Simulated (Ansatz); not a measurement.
## Computed against measured: atomisation enthalpy at 298 K

10 molecules without hydrogen; the atomisation enthalpy at 298 K in kJ/mol, computed less measured. Shapes, held fixed at every level: PBE0-D4/def2-TZVP. Thermal terms are harmonic and unscaled (PBE0-D4/def2-TZVP); the spin-orbit lowering of the free atoms is taken from their spectra. Programs: Ansatz 0.2.0. Measured values: Active Thermochemical Tables, CRC Handbook of Chemistry and Physics, NIST-JANAF tables.

Levels: A = wB97X-V/def2-TZVPP; B = MP2/def2-SVP; C = CCSD(T)/def2-SVP.

```csv
molecule,from tabulated heats,A,B,C
I2 (iodine),151,-25,-64,-72
BOF (fluoro(oxo)borane),1501,-35,+8,-88
BBr2Cl (SMILES ClB(Br)Br),1187,-2,+6,-65
InBr3 (indium tribromide),861,-32,-51,-107
CBr2ClF (dibromochlorofluoromethane),1329,-11,-65,-148
CBr2F2 (dibromodifluoromethane),1484,-3,-42,-132
GeCl4 (germanium tetrachloride),1353,+34,-61,-129
GeF4 (tetrafluorogermane),1880,+19,-7,-133
SF4 (sulfur tetrafluoride),1358,+10,-193,-297
C2F3N (cyanotrifluoromethane),2640,+9,+3,-140
```

Question: Which level does best on this set, which worst, and which err to one side?

Answer: 
| level | kind | mean error | mean absolute error | worst case |
| --- | --- | --- | --- | --- |
| wB97X-V/def2-TZVPP | range-separated hybrid | -3.6 | 18.0 | BOF |
| MP2/def2-SVP | perturbation theory | -46.6 | 50.0 | SF4 |
| CCSD(T)/def2-SVP | coupled cluster or CI | -131.1 | 131.1 | SF4 |

On this set wB97X-V/def2-TZVPP has the smallest mean absolute error and CCSD(T)/def2-SVP the largest. MP2/def2-SVP is too low in 7 of 10; CCSD(T)/def2-SVP is too low in 10 of 10. The heats of InBr3, GeCl4, GeF4, SF4, C2F3N come from older tables and can be uncertain by 10 kJ/mol or more. The molecules' own spin-orbit binding is left out, so errors for heavy halides read too negative. Heats of the atoms come from ATcT where it has them, that of boron, 570 kJ/mol, from recent work. The levels differ in basis as well as in method. With so many references in doubt the order of the levels isn't settled. The tabulated values of BOF, BBr2Cl are in doubt (older tables, estimates, or at odds with other calculations) and kept here. Over the 8 molecules whose values aren't doubted the mean absolute errors are A 17.9; B 60.8; C 144.8. Correlated wave functions converge slowly with the basis. For atoms past krypton def2 sets carry core potentials with scalar relativity. Relativity is left out for Br, Ge. Outer-core shells of Br, Ge, I, In are correlated, in sets that cover them unevenly. The set is small.
